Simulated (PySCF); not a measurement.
# How methods differ on the ionisation energy of Bi⁶⁵⁺

Bi⁶⁵⁺ [Ar] (1S) → Bi⁶⁶⁺ [Ne] 3s2 3p5 (2P), as a difference of total energies. Calculation: PySCF 2.14, in an uncontracted even-tempered set (17 s from 20 bohr⁻², ratio 2.5; 12 p from 26 bohr⁻², ratio 2.5; 4 d from 100 bohr⁻², ratio 2.7; 4 f from 150 bohr⁻², ratio 2.7); scalar relativity by spin-free X2C-1e. Correlated levels: outer shells: 1s2 frozen; virtual orbitals above 40 to 60 times the deepest correlated orbital energy dropped. The calculations carry no spin-orbit coupling.

| method | ionisation energy (eV) |
| --- | --- |
| UHF | 7771.9 |
| MP2 (outer shells) | 7773.2 |
| SCS-MP2 (outer shells) | 7773.0 |
| CCSD (outer shells) | 7773.1 |
| CCSD(T) (outer shells) | 7773.1 |

A first-order spin-orbit estimate (lowest level to lowest level, LS coupling) adds -183.9 eV.

Breit and QED terms and the two-electron picture change are absent.

For comparison: 7580 ± 30 eV (theoretical estimate listed by NIST; NIST Atomic Spectra Database, ionization energies).
